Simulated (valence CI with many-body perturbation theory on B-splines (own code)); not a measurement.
**Forbidden lines of Cd26+**

Method: valence CI with perturbative core correlation (CI+MBPT): four valence electrons over a frozen Dirac-Fock core [Ar], a basis of 9 s, 9 p, 10 d, 8 f, 5 g, 3 h, 1 i functions for each j, with the one-electron correlation potential Σ1 (screened to all orders), the two-electron term Σ2, the three-electron term Σ3, Breit, model QED; selected single and double excitations, second order for the rest (own B-spline code, finite nucleus).

The last digits are not significant, and no measured levels were compared; by estimate large intervals hold to a few tenths of a per cent, small ones and those within an open d or f shell to about a per cent. Core correlation moves these levels by up to 9200 cm⁻¹, and in measured spectra 5 to 20 % of such shifts remained as error; rates that hang on mixing are uncertain with them. Only levels of the ground parity were solved; by the run's estimate the other parity begins above the list, which can be wrong where configurations are misplaced.

Lines 51 to 100 of 120 in falling wavelength, among levels below 70.228 eV, chosen from the decays that carry over 1 % of a level's rate. Wavelengths and rates use the calculated energies. S is in atomic units (e²a₀⁴ for E2 and M2, e²a₀⁶ for E3), for M1 in squared Bohr magnetons. Weak lines are less certain than strong ones. Lines between different terms over intervals too small for the method are left out, as are lines whose strength nearly cancels.

Names give the largest LS component (configuration and term), which can be under half, so a name can repeat, a term be missing and a line seem to break the LS rules; names also repeat where a configuration has a term twice. Letters in brackets count levels of one name in rising energy.

```
λ vac (nm)         Upper         Lower  Type   A (s⁻¹)  S (a.u.)
     122.8      3d⁴ ³D_1  3d⁴ ³P_1 [a]    M1  3.52e+03  7.25e-01
     118.0  3d⁴ ⁵D_0 [b]      3d⁴ ⁵D_1    M1  1.77e+04  1.08e+00
     117.5      3d⁴ ¹I_6      3d⁴ ³H_5    M1  3.11e+03  2.43e+00
     116.1  3d⁴ ³P_2 [b]      3d⁴ ³D_2    M1  2.26e+03  6.55e-01
     112.4      3d⁴ ³D_1  3d⁴ ³F_2 [a]    M1  3.55e+03  5.61e-01
     111.4      3d⁴ ¹F_3      3d⁴ ³D_3    M1  2.37e+03  8.50e-01
     111.1      3d⁴ ³G_3      3d⁴ ⁵D_2    M1  1.96e+03  6.97e-01
     106.3  3d⁴ ³F_2 [a]      3d⁴ ⁵D_2    M1  3.06e+03  6.83e-01
     105.9  3d⁴ ³F_4 [c]      3d⁴ ³G_5    M1  1.99e+03  7.88e-01
     102.4      3d⁴ ¹F_3      3d⁴ ³D_2    M1  1.71e+03  4.76e-01
     98.47  3d⁴ ³P_1 [a]      3d⁴ ⁵D_2    M1  1.02e+04  1.08e+00
     98.36      3d⁴ ³G_4      3d⁴ ⁵D_4    M1  1.90e+01  6.02e-03
     96.61      3d⁴ ¹F_3      3d⁴ ³G_4    M1  1.44e+03  3.36e-01
     95.15  3d⁴ ³P_2 [c]      3d⁴ ³D_3    M1  2.05e+02  3.28e-02
     94.67      3d⁴ ³G_5      3d⁴ ³H_4    M1  3.49e+02  1.21e-01
     92.64  3d⁴ ³F_4 [c]  3d⁴ ³F_3 [a]    M1  5.80e+03  1.54e+00
     91.86  3d⁴ ¹S_0 [a]  3d⁴ ³P_1 [a]    M1  1.46e+04  4.19e-01
     91.78      3d⁴ ³G_4      3d⁴ ⁵D_3    M1  3.41e+01  8.80e-03
     88.81  3d⁴ ³F_4 [b]      3d⁴ ³H_5    M1  6.81e+02  1.59e-01
     87.79  3d⁴ ³F_3 [b]  3d⁴ ³P_2 [a]    M1  1.03e+03  1.81e-01
     87.11      3d⁴ ³D_2      3d⁴ ⁵D_3    M1  4.04e+02  4.95e-02
     86.65      3d⁴ ³D_3      3d⁴ ⁵D_4    M1  4.06e+03  6.85e-01
     86.10  3d⁴ ³F_4 [a]      3d⁴ ⁵D_4    M1  1.50e+03  3.20e-01
     85.65  3d⁴ ³P_2 [b]  3d⁴ ³P_1 [a]    M1  1.63e+03  1.90e-01
     83.89  3d⁴ ³F_2 [a]      3d⁴ ⁵D_1    M1  4.75e+03  5.20e-01
     82.48  3d⁴ ³F_4 [b]      3d⁴ ³G_3    M1  9.74e+02  1.82e-01
     81.50      3d⁴ ³D_3      3d⁴ ⁵D_3    M1  1.67e+02  2.35e-02
     81.03      3d⁴ ³D_1  3d⁴ ⁵D_0 [b]    M1  6.78e+03  4.01e-01
     81.01  3d⁴ ³F_4 [a]      3d⁴ ⁵D_3    M1  2.36e+03  4.19e-01
     80.97  3d⁴ ³F_3 [b]  3d⁴ ³F_3 [a]    M1  3.00e+02  4.13e-02
     80.76  3d⁴ ³F_2 [b]  3d⁴ ³F_3 [a]    M1  3.63e+03  3.55e-01
     80.47  3d⁴ ³P_2 [b]  3d⁴ ³F_2 [a]    M1  4.56e+02  4.40e-02
     78.50  3d⁴ ³F_4 [c]  3d⁴ ³F_4 [a]    M1  9.37e+03  1.51e+00
     77.94  3d⁴ ³P_2 [b]      3d⁴ ³G_3    M1  2.50e+03  2.20e-01
     75.65      3d⁴ ³D_2      3d⁴ ⁵D_2    M1  2.19e+01  1.76e-03
     73.76  3d⁴ ³F_3 [a]      3d⁴ ⁵D_4    M1  1.63e+02  1.69e-02
     71.50      3d⁴ ¹F_3      3d⁴ ³G_3    M1  1.50e+03  1.42e-01
     71.38      3d⁴ ³D_3      3d⁴ ⁵D_2    M1  1.71e+02  1.61e-02
     70.49  3d⁴ ³F_4 [c]      3d⁴ ³G_4    M1  2.40e+03  2.81e-01
     69.99  3d⁴ ³F_3 [a]      3d⁴ ⁵D_3    M1  2.30e+03  2.05e-01
     69.96  3d⁴ ³F_3 [b]  3d⁴ ³F_4 [a]    M1  1.15e+03  1.02e-01
     69.89  3d⁴ ³F_4 [b]      3d⁴ ³H_4    M1  1.07e+03  1.22e-01
     69.62  3d⁴ ³P_2 [c]  3d⁴ ³P_1 [a]    M1  1.97e+03  1.23e-01
     67.07      3d⁴ ³G_5      3d⁴ ⁵D_4    M1  3.23e+02  3.97e-02
     66.16  3d⁴ ³P_2 [c]  3d⁴ ³F_2 [a]    M1  1.15e+02  6.15e-03
     65.58  3d⁴ ³P_2 [a]      3d⁴ ⁵D_3    M1  1.13e+04  5.88e-01
     64.44  3d⁴ ³P_2 [c]      3d⁴ ³G_3    M1  2.38e+03  1.18e-01
     63.55      3d⁴ ³D_2      3d⁴ ⁵D_1    M1  9.21e+02  4.38e-02
     63.52  3d⁴ ³F_3 [b]      3d⁴ ³G_4    M1  8.60e+01  5.72e-03
     62.39  3d⁴ ³F_3 [a]      3d⁴ ⁵D_2    M1  3.10e+03  1.95e-01
```
